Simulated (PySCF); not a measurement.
**Threshold energies of SbH in a plasma**

CCSD(T) in PySCF with def2-TZVPPD on every atom (core potentials on Sb), for the lowest determinant that a PBE0 search found; no spin–orbit coupling.

```json
{"species": "SbH", "state (unpaired electrons)": "triplet (π ↑↑)", "Re (Å)": "1.707", "ωe (cm⁻¹)": "1937", "energy of the minimum from the neutral (eV)": "0.00", "De (eV)": "2.55", "dissociates to": "Sb + H"}
{"species": "SbH⁺", "state (unpaired electrons)": "doublet (π ↑)", "Re (Å)": "1.701", "ωe (cm⁻¹)": "2000", "energy of the minimum from the neutral (eV)": "8.87", "De (eV)": "2.74", "dissociates to": "Sb⁺ + H"}
```

Question: Work out the lowest energy to break SbH into atoms, from its vibrational ground state.

Answer: D0 = De − ωe/2 = 2.55 − 0.12 = 2.43 eV (CCSD(T)/def2-TZVPPD).

Question: Work out the ionisation energy of the Sb atom at this level and the threshold of dissociative ionisation.

Answer: IE(Sb) = 8.87 + 2.74 − 2.55 = 9.06 eV, so Sb⁺ + H + e⁻ appears at D0 + IE(Sb) = 11.49 eV (CCSD(T)/def2-TZVPPD). The measured IE(Sb) is 8.608 eV (NIST ASD).

These are thermodynamic thresholds; the onsets seen under electron impact lie higher where the geometry changes, and cross-sections peak well above them.

Correlated steps freeze 4 core orbitals. Spin–orbit coupling is left out, which matters for elements this heavy, above all for dissociation energies. For an ion De counts to the pair picked by the measured ionisation energies or electron affinities, which need not be the lowest pair at this level. States were picked by a PBE0 search and need not be the measured ground states.
